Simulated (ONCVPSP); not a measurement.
u(r) = r·R(r): atom against pseudo-atom (silver)

Columns: radius, all-electron u(r) and pseudo u(r) of the 4p shell (level -66.82 eV) of silver in the configuration [Ar] 3d10 4s2 4p6 4d10; PBE, scalar-relativistic, ONCV scheme, ONCVPSP 4.0.1.

```tsv
r (bohr)	all-electron	pseudo
0.082	0.3809	0.0205
0.164	-0.1979	0.0828
0.246	-0.5968	0.1858
0.328	-0.5216	0.3214
0.410	-0.1707	0.4745
0.492	0.2465	0.6296
0.574	0.6123	0.7772
0.656	0.8816	0.9116
0.738	1.0489	1.0240
0.820	1.1284	1.1000
0.902	1.1403	1.1264
0.984	1.1047	1.1016
1.066	1.0387	1.0386
1.148	0.9558	0.9558
1.230	0.8653	0.8653
1.312	0.7738	0.7738
1.394	0.6852	0.6852
1.476	0.6022	0.6023
1.558	0.5261	0.5261
1.640	0.4573	0.4573
1.722	0.3958	0.3958
1.804	0.3415	0.3415
1.886	0.2938	0.2938
1.968	0.2522	0.2522
2.050	0.2160	0.2160
2.132	0.1846	0.1846
```

Question: How many radial nodes do the two functions have?

Answer: The all-electron 4p function has n − l − 1 = 2; the pseudo-wave has 0, since the states of the same l below it are removed with the core.

Question: At about which radius was the pseudo-wave matched?

Answer: 1.12 bohr, where the columns begin to agree (steps of 0.08 bohr).

Question: Is the pseudo-wave norm-conserving?

Answer: Yes: the ONCV scheme keeps the norm inside the radius equal to the all-electron one, which fixes the energy derivative of the logarithmic derivative at the level.
